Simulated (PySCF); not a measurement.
ScCl2, SMILES [Cl][Sc+][Cl], charge +1. Coordinates come from a PBE0-D3(BJ)/def2-TZVP optimisation. The spin state was assumed, not searched. The isomer is the one that the SMILES or the coordinates give; other isomers of the formula were not compared.

Computed equilibrium geometry at PBE0-D3(BJ)/def2-TZVP (PySCF confirms it by a frequency run) as bond lengths and angles, and its point group:
point group C2v.
Atoms: Sc1 Cl2 Cl3. Bonds (Å): Sc1–Cl2 2.182, Sc1–Cl3 2.182. Angles (°): Cl2–Sc1–Cl3 114.8.
Charge +1, spin multiplicity 1.
